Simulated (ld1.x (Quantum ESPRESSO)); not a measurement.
# Which change was made? (P, ultrasoft)

```json
{"Element": "phosphorus", "Generator": "ld1.x (Quantum ESPRESSO) 7.5", "Type": "ultrasoft", "Functional": "PBE", "Relativity": "scalar-relativistic", "Frozen core": "[Ne]", "Valence charge": "5", "Reference configuration": "3s1 3p4", "Partial waves": "3s (bound): rcut 1.65, rcutus 2.00 bohr; 3s channel at 1.25 Ry: rcut 1.65, rcutus 2.00 bohr; 3p (bound): rcut 1.45, rcutus 1.90 bohr; 3p channel at 0.65 Ry: rcut 1.45, rcutus 1.90 bohr", "Local potential": "all-electron potential smoothed inside 1.80 bohr (lloc = -1)", "Core correction": "Bessel-smoothed model core, default radius (core density twice the valence density)", "Augmentation charge": "built from norm-conserving waves at rcut, not smoothed further"}
```

Cutoffs, loose and tight: the cutoffs (Ry, on a coarse ladder) from which the occupation-weighted sum of valence levels, in a spherical-Bessel basis at the reference potential, stays within 10 and 1 mRy of its value at 400 Ry. They do not see the model core or the augmentation charge, which bear on the density cutoff. Test errors are all-electron minus pseudo excitation energies from the reference, over the configurations 3s2 3p3; 3s2 3p2; 3s2 3p1; 3s2 3p0; 3s2 3p2.5; 3s0 3p5; 3s1 3p0; variants that change the core or the reference have their own tests. The largest error is taken over the tests solved by every variant that gives reliable tests at all, those not shown here included: 3s0 3p5; 3s2 3p0; 3s2 3p1; 3s2 3p2; 3s2 3p2.5; 3s2 3p3.

The base gives: outcome: generated; cutoff, loose: 15 Ry; cutoff, tight: 21 Ry; bound ghosts: none; largest test error (meV): +37.

(1) After one change the result is: outcome: generated; cutoff, loose: 15 Ry; cutoff, tight: 21 Ry; bound ghosts: none; largest test error (meV): +24. Which change was it?
A. reference 3s2 3p3
B. all radii but the core radius scaled by about 0.88 (s 1.76, p 1.68 bohr, rcut 1.46/1.28); local potential all-electron potential smoothed inside 1.58 bohr (lloc = -1)
C. core correction Bessel-smoothed model core inside 2.12 bohr

## Answers

(1) C. The others give: reference 3s2 3p3 → outcome: generated; cutoff, loose: 12 Ry; cutoff, tight: 21 Ry; bound ghosts: none; largest test error (meV): +93 | all radii but the core radius scaled by about 0.88 (s 1.76, p 1.68 bohr, rcut 1.46/1.28); local potential all-electron potential smoothed inside 1.58 bohr (lloc = -1) → outcome: generated; cutoff, loose: 12 Ry; cutoff, tight: 25 Ry; bound ghosts: none; largest test error (meV): +28.
